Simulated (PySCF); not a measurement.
**BiOF: bending curve**

Level of theory: PySCF, PBE0, basis Bi def2-TZVP with ECP60, O def2-TZVP, F def2-TZVP (scalar-relativistic core potentials, no spin–orbit coupling, density fitting).

Rigid scan from the singlet minimum (Bi–F 2.021 Å, Bi–O 1.877 Å; F–Bi–O 101.3°). Coordinate: the O–Bi–F angle, bonds fixed. Energies in kJ/mol from the minimum.

Predict the curve at 80, 90, 100, 110, 120, 130, 140, 150, 160, 170, 180.


```
bond angle (°)  E (kJ/mol)  dipole size (D)
            80        42.0             6.08
            90        10.5             5.65
           100         0.1             5.13
           110         5.3             4.54
           120        23.0             3.90
           130        50.4             3.21
           140        84.9             2.51
           150       123.4             1.82
           160       161.2             1.18
           170       190.8             0.67
           180       202.5             0.43
```

With the bonds held, the linear shape lies 202.5 kJ/mol from the minimum.

No spin–orbit coupling is included, which matters more the heavier the element.

The scan took 12 s on 2 threads of a shared Arm Neoverse V2 host; the process peaked at 1 GiB. Launch command: `OMP_NUM_THREADS=2 python axn.py task.json out`.
